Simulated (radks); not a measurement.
The numbers below are computed, except where a source is named.
Spherical jellium clusters: N electrons in a uniform positive sphere of charge N and radius rs N^(1/3), rs = 3.07 bohr. Level of theory: non-relativistic Kohn-Sham, exchange-only LDA, spin-polarised, spherical densities (a radial shooting solver with Libxc functionals). Levels are named by radial order and angular momentum (1s, 1p, 1d, 2s, ...), and open shells are averaged over m.

N = 10, configuration 1s2 1p6 1d(up 2, down 0). This is the lowest configuration that the search found. Occupied and some empty levels:

level,occupation,eigenvalue (eV),<r> (bohr)
1s up,1,-5.7845,4.413
1s down,1,-5.4888,4.157
1p up,3,-3.9773,5.459
1p down,3,-3.4608,5.304
1d up,2,-1.9055,6.545
2s up,0,-1.4699,6.948
1d down,0,-1.2798,6.539
2s down,0,-1.0735,7.016
2p up,0,-0.24229,11.71

Energy (eV): total -6.14452, kinetic 26.410, external -472.19, Hartree 227.00, exchange-correlation -34.205, background 246.85.
